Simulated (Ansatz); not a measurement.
Ansatz (an electronic-structure program) input file for Te(I)(GeH3) (GeH3ITe), SMILES [Te]([GeH3])I, CAM-B3LYP/def2-SVPD. Geometry: B3LYP-D3(BJ)/def2-SVP. This is a generated structure with no PubChem entry under its InChIKey; it may be hypothetical. The def2 effective core potentials stand for the cores of I, Te; spin–orbit coupling is left out.

Ansatz 0.2 input:
```yaml
crystal:
  periodic: [false, false, false]
  atoms:
    - {symbol: Te, position_ang: [1.10897715, -0.45830459, -0.00000000]}
    - {symbol: I, position_ang: [-0.44548955, 1.82059431, 0.00000000]}
    - {symbol: Ge, position_ang: [-0.94206062, -2.04938773, -0.00000000]}
    - {symbol: H, position_ang: [-0.35098694, -3.47439660, -0.00000000]}
    - {symbol: H, position_ang: [-1.77946949, -1.80242789, 1.26655514]}
    - {symbol: H, position_ang: [-1.77946950, -1.80242789, -1.26655514]}
basis:
  gaussian:
    orbitals: def2-SVPD
hamiltonian:
  xc: {name: CAM-B3LYP}
```

Program output:

```
WARN ansatz: RAYON_NUM_THREADS=1 ignored (pool sized by the plan → 1); use --threads N
Functional definition: CAM-B3LYP
integrals: 0.13 GiB planned
1489 factors; integrals over basis functions are off by at most 1.4e-3 eV
integrals: 0.24 GiB planned
486 factors; integrals over basis functions are off by at most 3.9e-5 eV
mean field: 1.09 GiB planned
mean field evaluation 1: about -71957.7518 eV, gradient 1.6e1 eV
mean field evaluation 2: about -71957.8698 eV, gradient 1.5e1 eV
mean field evaluation 4: about -71958.1112 eV, gradient 9.7e-1 eV
mean field evaluation 8: about -71958.1399 eV, gradient 2.5e-2 eV
mean field evaluation 16: about -71958.1399 eV, gradient 4.5e-5 eV
mean field -71958.13989054 eV, -2644.4128659982 hartree, gradient 4.5e-5 eV, S^2 0.000000; 0 other end points of the search recorded, 0 dependent functions left out
reference -71958.14003077 eV, -2644.4128711518 hartree; 42, 42 occupied and 90, 90 virtual orbitals, 1489 factors
Total energy: -71958.14003077 eV, -2644.4128711518 hartree
```

Self-consistency was reached.
